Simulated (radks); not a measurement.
Results of a calculation; reference values are marked as such.
Problem. Ionisation of Eu, [Xe] 4f7 6s2, to Eu+, [Xe] 4f7 6s1, under several functionals. Dirac Kohn-Sham, spin-unpolarised, spherical densities, finite nucleus; open shells are shared between the two j in proportion to 2j + 1; a radial shooting solver on a logarithmic mesh with Libxc functionals. The NIST Atomic Spectra Database gives 5.670 eV (measured). Rank these functionals by the error of their Delta-SCF ionisation energy: SOGGA; LDA (Slater exchange, Perdew-Wang correlation); XLYP; PBEsol; PW91.

Solution. From best to worst: SOGGA 5.930 eV (+0.259); XLYP 5.984 eV (+0.314); PBEsol 6.037 eV (+0.367); PW91 6.055 eV (+0.385); LDA (Slater exchange, Perdew-Wang correlation) 6.222 eV (+0.552). Spin polarisation and multiplet splitting are left out, so open shells lie too high by an amount that depends on their filling. Sharing an open shell by 2j + 1 raises it above the true ground level by a part of the spin-orbit splitting, which enters the differences from NIST.

Beside tabulated values, note that spin-unpolarised runs miss the spin-polarisation part of the exchange energy of open shells.
